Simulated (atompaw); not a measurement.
Scattering properties, PAW (atompaw) potential for Cr

| Item | Value |
| --- | --- |
| Element | chromium |
| Generator | atompaw 4.2.0.5 |
| Type | PAW |
| Functional | PBE |
| Relativity | scalar-relativistic |
| Frozen core | [Ar] |
| Valence charge | 6 |
| Reference configuration | 3d5 4s0 4p1 |
| Partial waves | 4s (bound, empty): rc 2.65 bohr; 4s channel at 0.05 Ry: rc 2.65 bohr; 4p (bound): rc 2.65 bohr; 4p channel at 0.65 Ry: rc 2.65 bohr; 3d (bound): rc 1.25 bohr; 3d channel at 4.6 Ry: rc 2.65 bohr |
| Local potential | bessel scheme, radius 1.95 bohr |
| Core correction | smooth core density matched at 2.05 bohr |
| Augmentation charge | sinc compensation charge, radius 2.55 bohr; PAW radius 2.65 bohr; waves and projectors: custom rrkj gramschmidtortho |

The phase is arctan(r·u′/u) with u = r·R(r), unwrapped; energies in Ry, scanned from -2 to 5 Ry. A pole is an energy at which the radial function vanishes at the test radius. The pseudo phase is shifted by a multiple of π to meet the all-electron one at the reference energy, and phase errors are pseudo minus all-electron; the curves can meet again beyond the range given. Levels narrower than the energy grid can be missing from the lists of poles.

Question: For each channel, where are the poles, and over which energies does the pseudopotential scatter like the atom?

Answer:

```tsv
channel	radius (bohr)	reference energy (Ry)	poles, all-electron	poles, pseudo	unbroken range about the reference energy with phases within 0.05 rad	phase error 1 Ry above the reference energy (rad)
s	2.66	-0.36	1.74	1.73, 4.28	below 3.1	-0.000
p	2.66	-0.13	2.68	2.50, 4.93	below 2.9	-0.000
d	2.66	-0.31	-0.11, 4.23	-0.11, 4.23	the whole range	-0.007
```

Phases in the d channel:

```json
{"E (Ry)": "-2.00", "all-electron": "1.307", "pseudo": "1.306"}
{"E (Ry)": "-1.76", "all-electron": "1.289", "pseudo": "1.287"}
{"E (Ry)": "-1.52", "all-electron": "1.265", "pseudo": "1.263"}
{"E (Ry)": "-1.28", "all-electron": "1.232", "pseudo": "1.230"}
{"E (Ry)": "-1.04", "all-electron": "1.181", "pseudo": "1.179"}
{"E (Ry)": "-0.80", "all-electron": "1.085", "pseudo": "1.083"}
{"E (Ry)": "-0.56", "all-electron": "0.792", "pseudo": "0.789"}
{"E (Ry)": "-0.32", "all-electron": "-0.935", "pseudo": "-0.935"}
{"E (Ry)": "-0.08", "all-electron": "-1.605", "pseudo": "-1.606"}
{"E (Ry)": "0.16", "all-electron": "-1.763", "pseudo": "-1.766"}
{"E (Ry)": "0.40", "all-electron": "-1.858", "pseudo": "-1.863"}
{"E (Ry)": "0.64", "all-electron": "-1.947", "pseudo": "-1.954"}
{"E (Ry)": "0.88", "all-electron": "-2.054", "pseudo": "-2.064"}
{"E (Ry)": "1.12", "all-electron": "-2.209", "pseudo": "-2.224"}
{"E (Ry)": "1.36", "all-electron": "-2.466", "pseudo": "-2.492"}
{"E (Ry)": "1.60", "all-electron": "-2.913", "pseudo": "-2.953"}
{"E (Ry)": "1.84", "all-electron": "-3.511", "pseudo": "-3.547"}
{"E (Ry)": "2.08", "all-electron": "-3.967", "pseudo": "-3.987"}
{"E (Ry)": "2.32", "all-electron": "-4.227", "pseudo": "-4.237"}
{"E (Ry)": "2.56", "all-electron": "-4.378", "pseudo": "-4.383"}
{"E (Ry)": "2.80", "all-electron": "-4.474", "pseudo": "-4.477"}
{"E (Ry)": "3.04", "all-electron": "-4.541", "pseudo": "-4.543"}
{"E (Ry)": "3.28", "all-electron": "-4.591", "pseudo": "-4.591"}
{"E (Ry)": "3.52", "all-electron": "-4.630", "pseudo": "-4.630"}
{"E (Ry)": "3.76", "all-electron": "-4.662", "pseudo": "-4.662"}
{"E (Ry)": "4.00", "all-electron": "-4.689", "pseudo": "-4.689"}
{"E (Ry)": "4.24", "all-electron": "-4.713", "pseudo": "-4.713"}
{"E (Ry)": "4.48", "all-electron": "-4.736", "pseudo": "-4.736"}
{"E (Ry)": "4.72", "all-electron": "-4.758", "pseudo": "-4.758"}
{"E (Ry)": "4.96", "all-electron": "-4.779", "pseudo": "-4.779"}
```
